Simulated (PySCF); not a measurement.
Record of a relaxation.

Compound: [Te3]2- (charge -2).
Bonds: Te1–Te2, Te2–Te3.
The ion is multiply charged and has no counter-ions or solvent; whether it holds all its electrons wasn't checked.

Computed by this run: PySCF 2.14.0, PBE0-D3(BJ)/def2-SVP geometry optimisation, gas phase, def2 core potentials past Kr; density fitting, grid level 1; the optimiser is geomeTRIC in internal coordinates, started from a GFN2-xTB structure with every atom displaced at random (about 0.03 Å). The frame can shift and turn from step to step; on so coarse a grid that alone can change the energy by a few meV, and forces under 0.02 eV/Å are noise.

Step 0: E = -21881.6553 eV, largest atomic force 0.874 eV/Å
```
atom  x, y, z in Å  |  force x, y, z in eV/Å
Te1    -1.813   -1.136   -0.768   -0.708  -0.352  -0.374
Te2     0.327   -0.658    0.810    0.403   0.060   0.331
Te3     1.470    1.696   -0.062    0.304   0.292   0.043
```

Step 1: E = -21881.7381 eV, largest atomic force 0.261 eV/Å
```
atom  x, y, z in Å  |  force x, y, z in eV/Å
Te1    -1.913   -1.234   -0.782    0.046  -0.070   0.098
Te2     0.331   -0.624    0.788   -0.079   0.149  -0.199
Te3     1.566    1.761   -0.025    0.032  -0.079   0.101
```

Step 2: E = -21881.7508 eV, largest atomic force 0.092 eV/Å
```
atom  x, y, z in Å  |  force x, y, z in eV/Å
Te1    -1.935   -1.275   -0.772    0.035  -0.011   0.038
Te2     0.318   -0.595    0.752   -0.061   0.007  -0.068
Te3     1.600    1.773    0.001    0.026   0.004   0.030
```

Step 3: E = -21881.7522 eV, largest atomic force under 0.02 eV/Å
```
atom  x, y, z in Å  |  force x, y, z in eV/Å
Te1    -1.943   -1.291   -0.772    0.002   0.005  -0.005
Te2     0.307   -0.586    0.733   -0.002  -0.003  -0.007
Te3     1.620    1.780    0.019    0.000  -0.002   0.012
```

Step 4: E = -21881.7520 eV, largest atomic force under 0.02 eV/Å
```
atom  x, y, z in Å  |  force x, y, z in eV/Å
Te1    -1.944   -1.289   -0.778   -0.002   0.006  -0.010
Te2     0.304   -0.587    0.731    0.002  -0.007   0.000
Te3     1.623    1.779    0.028    0.000   0.000   0.010
```

Step 5: E = -21881.7521 eV, largest atomic force under 0.02 eV/Å
```
atom  x, y, z in Å  |  force x, y, z in eV/Å
Te1    -1.943   -1.290   -0.775    0.000   0.006  -0.008
Te2     0.305   -0.587    0.732   -0.001  -0.005  -0.003
Te3     1.622    1.779    0.023    0.001  -0.001   0.011
```

Step 6: E = -21881.7521 eV, largest atomic force under 0.02 eV/Å
```
atom  x, y, z in Å  |  force x, y, z in eV/Å
Te1    -1.943   -1.290   -0.774    0.001   0.005  -0.007
Te2     0.306   -0.587    0.733   -0.001  -0.004  -0.005
Te3     1.621    1.780    0.021    0.001  -0.001   0.012
```

Task: Summarise the path.

Result: The energy falls by 2.23 kcal/mol from step 0 to step 6; nine tenths of that is first reached at step 2. It never rises by more than 0.2 meV. The largest force goes from 0.874 to under 0.02 eV/Å. Among the bonds Te1–Te2 changes most, from 2.702 to 2.797 Å; the atoms move by 0.172 Å rms after alignment.

The cost below is that of the whole optimisation. Time: 25 s wall; peak memory 0.32 GiB. Hardware: one thread of an Arm Neoverse V2, no GPU, shared host with 32 logical CPUs at a one-minute load of 26.
